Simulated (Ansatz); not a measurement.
A made-up structure of BSnNH₅ (charge +1), closed shell:

```
atom    x (Å)    y (Å)    z (Å)
  N1  -1.1136   1.0635  -0.8322
  B2   0.1656   0.9208  -0.0076
 Sn3   0.8827  -1.4149   0.7292
  H4  -1.8018   0.2320  -1.1652
  H5  -1.4672   2.0839  -1.1796
  H6   0.9495   1.9264   0.3646
  H7   2.4404  -1.7825   1.7562
  H8  -0.0554  -3.0292   0.3346
```

It is relaxed with PBE-D4/def2-SVP and then PBE0-D4/def2-TZVP (Ansatz 0.2.0). Atoms count as bonded within 1.22 times the sum of their covalent radii (H–H: 0.88 Å). The end point is not checked to be a true minimum.

Does its bonding change? (A judgement: the text doesn't fix the answer.)

The calculation gives: No: no bond forms or breaks.

Where it ends: The first stage lowers the energy by 1.47 eV in 7 steps. It ends as BSnNH₅ ([NH2][BH][SnH2]), total charge +1:
```xyz
8
angstrom
N -0.9948 0.9504 -0.7434
B 0.1472 0.8211 -0.0071
Sn 0.7874 -1.2642 0.6507
H -1.6098 0.2086 -1.0411
H -1.3094 1.8620 -1.0530
H 0.8478 1.7183 0.3259
H 2.1790 -1.5887 1.5677
H -0.0475 -2.7074 0.3003
```

Labels in which every atom is bracketed show which atoms are joined, not bond orders.

For scale, one of the runs: PBE0-D4/def2-TZVP relaxation, 142 basis functions, launched by `ansatz run in.yaml --threads 2 --pin off --events-out ev --progress --plain --max-ram 4352MiB`. Hardware: 2 CPU threads of an Arm Neoverse V2, shared host. Wall time about 18 s.
